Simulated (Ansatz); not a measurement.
Species: tribromo(chloro)methane, CBr3Cl, charge 0, multiplicity 1. SMILES: C(Br)(Br)(Br)Cl
Geometry: optimised at B3LYP-D3(BJ)/def2-TZVP (Ansatz, a first-principles code).

Property: vertical triplet-singlet gap (E(triplet) - E(singlet); each state is the SCF solution reached for its spin; the molecule has degenerate orbitals, so one determinant may break the symmetry; for the triplet the Hartree-Fock reference is unstable and T1 is 0.019), in eV. Cores are frozen in the correlated levels unless marked. Open shells are spin-unrestricted. No spin-orbit coupling. The frozen core is the preceding noble-gas configuration, with the filled d and f shells of earlier blocks. Non-relativistic.  The program attaches cautions to a run behind CCSD(T)/def2-SVPD: other roots.

```tsv
level	program	vertical triplet-singlet gap (eV)
RI-HF/def2-TZVPPD	Ansatz	4.22
SVWN5/def2-TZVPD	Ansatz	3.50
PBE/def2-TZVPD	Ansatz	3.44
r2SCAN/def2-TZVPD	Ansatz	3.61
PBE0/def2-TZVPD	Ansatz	3.97
BHLYP/def2-TZVPD	Ansatz	4.34
wB97X-V/def2-TZVPD	Ansatz	4.57
RI-MP2/def2-TZVPPD	Ansatz	4.70
CCSD(T)/def2-SVPD	Ansatz	4.40
```
